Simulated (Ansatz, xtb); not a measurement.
# Relative energy of two isomers of C7H6OS

We compare I, `C#Cc1cscc1OC`, a singlet, with II, `C#Cc1ccsc1OC`, a singlet. Both are isolated molecules in the gas phase, relaxed with PBE-D3(BJ)/def2-SVP, each in the lowest conformer that the search found.

I (Å):

```yaml
atoms:
  - { symbol: C, position_ang: [-1.1924, -1.6595, 3.5499] }
  - { symbol: C, position_ang: [-1.6421, -1.0893, 2.5621] }
  - { symbol: C, position_ang: [-2.1597, -0.4287, 1.4155] }
  - { symbol: C, position_ang: [-3.4404, 0.1053, 1.3095] }
  - { symbol: C, position_ang: [-2.1251, 0.4444, -0.7830] }
  - { symbol: C, position_ang: [-1.4028, -0.2259, 0.1926] }
  - { symbol: C, position_ang: [0.5531, -0.4567, -1.0948] }
  - { symbol: O, position_ang: [-0.1339, -0.6839, 0.1218] }
  - { symbol: S, position_ang: [-3.7245, 0.8328, -0.2256] }
  - { symbol: H, position_ang: [-0.7946, -2.1627, 4.4194] }
  - { symbol: H, position_ang: [-4.2211, 0.0948, 2.0784] }
  - { symbol: H, position_ang: [-1.8131, 0.7315, -1.7919] }
  - { symbol: H, position_ang: [1.5628, -0.8911, -0.9774] }
  - { symbol: H, position_ang: [0.6453, 0.6314, -1.3136] }
  - { symbol: H, position_ang: [0.0392, -0.9496, -1.9512] }
```

II (Å):

```xyz
15

C    -2.2856   -1.7780    3.3136
C    -2.2448   -1.2228    2.2205
C    -2.2155   -0.5793    0.9548
C    -3.3708   -0.1339    0.2154
C    -3.0668    0.4604   -0.9851
C    -1.0336   -0.2943    0.2591
C     1.2957   -0.2335   -0.1251
O     0.1976   -0.5917    0.6995
S    -1.3479    0.5053   -1.2722
H    -2.3162   -2.2670    4.2764
H    -4.3946   -0.2641    0.5893
H    -3.7447    0.8820   -1.7358
H     2.2102   -0.5577    0.4035
H     1.3326    0.8672   -0.2889
H     1.2385   -0.7428   -1.1135
```

Energies in hartree; the thermal terms are from GFN2-xTB frequencies at re-optimised GFN2-xTB minima (ideal gas, soft modes damped towards free rotors, one conformer each, 298.15 K, 1 atm) and include the zero-point energy:

|  | I | II |
| --- | --- | --- |
| E, CCSD(T)/def2-SVP | −741.800931 | −741.796787 |
| E, MP2/def2-SVP | −741.697043 | −741.692691 |
| E, MP2/def2-TZVPP | −742.509837 | −742.504984 |
| zero-point energy | 0.104980 | 0.104792 |
| H(298 K) − E | 0.115068 | 0.115027 |
| G(298 K) − E | 0.070751 | 0.070317 |

Problem. Correct the CCSD(T) difference for the basis set by the MP2 change, then work out ΔE, ΔE₀, ΔH and ΔG for I → II in kcal/mol (1 Eh = 627.51 kcal/mol) and the equilibrium ratio [II]/[I].

Solution. 1. Differences II − I: CCSD(T) +0.004144, MP2 in the small set +0.004352, MP2 in the large set +0.004853 Eh.
2. ΔE = +0.004144 + (+0.004853 − (+0.004352)) = +0.004645 Eh = +2.91 kcal/mol.
3. ΔE₀ = ΔE + ΔZPE = +0.004645 + (−0.000188) Eh = +2.80 kcal/mol.
4. ΔH = ΔE + (−0.000041) Eh = +2.89 kcal/mol.
5. ΔG = ΔE + (−0.000434) Eh = +2.64 kcal/mol, so ΔS = (ΔH − ΔG)/T = +3.5 J/(mol K).
6. kT = 0.9442 mEh, so K = [II]/[I] = exp(−ΔG/kT) = exp(−4.46) ≈ 0.012.

Structure I is favoured at this temperature. An error of 1 kcal/mol in ΔG would change K by a factor of 5.4. GFN2-xTB found them nearly level. Mirror images and further conformers aren't counted.

As drawn, both hold the same kinds of bond in the same numbers.

Other levels gave ΔE = −0.3 (GFN2-xTB); +0.6 (HF/STO-3G, GFN2-xTB geometries); +1.8 (r2SCAN-D4/def2-SVP, GFN2-xTB geometries); +1.6 (PBE-D3(BJ)/def2-SVP); +2.9 (HF/def2-SVP); +2.7 (MP2/def2-SVP); +2.6 (CCSD(T)/def2-SVP) kcal/mol. The correlated steps freeze 13 core orbitals. Programs: Ansatz 0.2.0, xtb 6.7.1.
